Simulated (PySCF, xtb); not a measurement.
Ag2, SMILES [Ag][Ag], multiplicity 1.

xtb 6.7.1 with GFN2-xTB at its own geometry gives an orbital gap of 2.38 eV and a dipole moment of 0.00 D.

Geometry: PBE0-D3(BJ)/def2-TZVPD. The spin state was assumed, not searched. The def2 effective core potentials stand for the cores of Ag; spin–orbit coupling is left out.

### Question
What does PBE0/def2-TZVPD in PySCF give? (An estimate is asked for; the answer gives what the named calculation found.)

### Answer
gap 3.33 eV (levels -5.66 and -2.33 eV), dipole 0.00 D.
